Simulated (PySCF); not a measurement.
Species: C5H9ClSi.
Cartesian coordinates in Å at the GFN2-xTB level; atoms count from 1:
```xyz
16
C5H9ClSi angstrom
C     -1.510    2.105   -0.447
C     -1.152    0.995   -0.170
C     -0.718   -0.324    0.193
C     -1.596   -1.383   -0.452
Cl    -0.897   -0.469    2.005
Si     1.167   -0.584   -0.145
C      2.129    0.780    0.743
H     -1.830    3.070   -0.703
H     -2.642   -1.239   -0.184
H     -1.285   -2.376   -0.133
H     -1.501   -1.316   -1.534
H      1.493   -1.920    0.360
H      1.352   -0.518   -1.601
H      1.963    0.744    1.816
H      1.822    1.763    0.394
H      3.196    0.680    0.567
```

Method used: TDDFT B3LYP/def2-SVPD, vertical, gas phase, core orbitals frozen in the response in PySCF.

```tsv
state	E (eV)	E (kJ/mol)	λ (nm)	f	main configurations (H = HOMO, L = LUMO)
S1	5.42	523	228.7	0.0049	H→L (94%)
S2	6.03	582	205.5	0.027	H-1→L (76%), H→L+1 (10%)
S3	6.34	612	195.6	0.0084	H-2→L (92%)
S4	6.55	632	189.3	0.010	H-3→L (82%), H→L+1 (12%)
S5	6.67	644	185.8	0.011	H-1→L+1 (65%), H-1→L+3 (14%)
S6	6.97	672	177.9	0.049	H→L+2 (44%), H→L+1 (31%)
S7	7.03	678	176.4	0.087	H→L+2 (52%), H→L+1 (31%)
S8	7.29	703	170.1	0.060	H→L+3 (47%), H-1→L+1 (10%)
```

Triplets (Tamm–Dancoff): T1 4.90 eV, H→L (49%), H-1→L (36%); T2 5.07 eV, H-1→L (45%), H→L (45%); T3 5.63 eV, H→L+1 (46%), H→L+3 (15%).

The lowest singlet lies at 5.42 eV (229 nm, ultraviolet) and is very weak; its leading configuration is HOMO→LUMO (94%). The most intense listed level is S7 at 7.03 eV (176 nm, f = 0.087), 1.61 eV above S1. Löwdin shares by element: HOMO carbon 62% or more, chlorine 17% (atoms not listed hold the other 21%); LUMO carbon 49% or more, chlorine 38%. The listed states span 1.87 eV, and the widest gap between neighbours is 0.61 eV (S1 to S2). The oscillator strengths of these states sum to 0.257; summed over the whole spectrum of an exact calculation they would give the number of electrons, 70 (Thomas–Reiche–Kuhn). Weighted by f, the mean energy of these states is 6.89 eV. No computed singlet lies in the visible range (380 to 750 nm); the lowest, at 229 nm, stands 2.16 eV above its violet end (3.26 eV). Only the lowest 8 singlets were computed, as vertical energies without vibronic structure.

One conformer stands for the species.
